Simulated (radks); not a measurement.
Spherical quantum dot in the effective-mass picture: electrons in a hard-walled sphere of radius 2.87, with a point charge +1 (a donor) at the centre, all in effective atomic units (hartree* = m*/eps^2 hartree, bohr* = eps/m* bohr), one dielectric constant everywhere. Method: non-relativistic Kohn-Sham, LDA (Slater exchange, Perdew-Wang correlation), spin-polarised, spherical densities; computed with a radial shooting solver with Libxc functionals. Levels are named by radial order and angular momentum (1s, 1p, 1d, 2s, ...), and open shells are averaged over m.

N = 2, configuration 1s2. This is the lowest configuration that the search found. Occupied and some empty levels:

| level | occupation | eigenvalue (hartree*) | <r> (bohr*) |
|---|---|---|---|
| 1s | 2 | 0.59303 | 1.242 |
| 1p | 0 | 1.3992 | 1.666 |
| 2s | 0 | 2.1843 | 1.442 |
| 1d | 0 | 2.2204 | 1.848 |

Energy (hartree*): total -0.0419171, kinetic 1.3948, external -2.1658, Hartree 1.4486, exchange-correlation -0.71951. Static polarisability (adiabatic kernel): 2.418 bohr*^3.

Electron density:

| r (bohr*) | n(r) (e/bohr*^3) |
|---|---|
| 0.199 | 0.4446 |
| 0.415 | 0.2945 |
| 0.631 | 0.1983 |
| 0.848 | 0.1350 |
| 1.06 | 0.09205 |
| 1.28 | 0.06215 |
| 1.50 | 0.04083 |
| 1.71 | 0.02571 |
| 1.93 | 0.01510 |
| 2.15 | 0.007902 |
| 2.36 | 0.003422 |
| 2.58 | 0.0009793 |
| 2.79 | 0.00005702 |
